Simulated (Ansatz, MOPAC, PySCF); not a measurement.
Noncovalent pair: SiH4 (SMILES [SiH4]) (first 5 atoms) with CH3Br (SMILES CBr); geometry from B3LYP-D3(BJ)/def2-TZVP, rigid monomers moved along the line of their centres of mass till Si1···Br7 is 4.36 Å.
(charge 0, multiplicity 1):
```xyz
10

Si    -0.0443    -0.3024     0.0989
H      0.6309    -1.5814     0.4011
H     -1.4102    -0.3016     0.6688
H     -0.1368    -0.1274    -1.3701
H      0.7252     0.8259     0.6690
C     -0.8836     1.2797     4.1883
Br     0.0253    -0.4322     4.4597
H     -0.2076     1.9243     3.6380
H     -1.1121     1.6884     5.1662
H     -1.7861     1.0834     3.6206
```

Interaction energies are E(AB) − E(A) − E(B) at the monomers' geometry in the complex; basis-set methods are counterpoise corrected. Rows marked so take none.

Rows in STO-3G carry no dispersion term and start afresh at each structure; the Pople sets are all-electron and without relativity. The state reached by PM7 isn't checked; PM7 holds dispersion and hydrogen-bond terms.

Programs: Ansatz (Gaussian basis) for Hartree–Fock, density functionals and correlated methods; MOPAC for PM7 (differences of heats of formation); PySCF for STO-3G rows, the dispersion terms. Each number belongs to the level named beside it.

**Question.** One of these levels gives -0.08 kcal/mol for the interaction energy. Which one is it?
A. PM7
B. HF/STO-3G (no counterpoise)
C. PBE0-D4/def2-TZVPPD

**Answer.** B, HF/STO-3G (no counterpoise). The others give -1.02 (PM7), -1.34 (PBE0-D4/def2-TZVPPD)

Ansatz is an electronic-structure program.
